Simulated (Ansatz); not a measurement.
**Which method gave which barrier?**

Saddle point of SiH3OF3, closed shell (SiH₂OF₂ ([OH][SiH]([F])[F]) + HF → SiHF₃ ([F][SiH]([F])[F]) + H₂O; bonds formed: Si1–F7, O2–H6; bonds broken: Si1–O2, H6–F7), PBE0-D4/def2-TZVP structure:

```
8
angstrom
Si -0.5436 0.3303 -0.0477
O 0.6415 -0.9766 -0.1776
F -1.2517 -0.0594 -1.4418
F 0.0187 1.7574 -0.4469
H -1.6633 0.2041 0.8818
H 1.0808 -0.4933 0.7585
F 0.6139 0.3687 1.4806
H 1.1037 -1.1313 -1.0067
```

Computed with Ansatz 0.2.0 (basis: def2-TZVPP, with def2-QZVPP for the basis limit); correlated methods freeze the cores. Extrapolation: Hartree–Fock as exp(−7.88 √X), correlation as X^−2.97. Four methods, as single points on the PBE0-D4 structures, gave these electronic barriers from the start structure: 0.746, 0.858, 0.965, 1.480 eV.

(1) The methods were, in alphabetical order, HF, MP2, PBE-D4, PBE0-D4. Which gave which? (Judge from chemistry; the calculation decides.)

T1 diagnostic: at most 0.012.

Answers

(1) By the calculation: PBE-D4 0.746; PBE0-D4 0.858; MP2 0.965; HF 1.480 eV. For comparison, CCSD(T) at an estimated basis limit (MP2 extrapolated from triple and quadruple zeta, plus CCSD(T) − MP2 in triple zeta) gives 0.998 eV.

Steps of this kind, hydrogen fluoride cutting a network bond, underlie vapour etching and the fluorination step of atomic layer etching.

Labels in which every atom is bracketed show which atoms are joined, not bond orders.

For scale, one of the runs: CCSD(T)/def2-TZVPP, 208 basis functions, launched by `ansatz run in.yaml --threads 4 --pin off --events-out ev --progress --plain --max-ram 9574MiB`. Hardware: 4 CPU threads of an Arm Neoverse V1, shared host. Wall time 97 s; peak host memory 3.1 GiB.
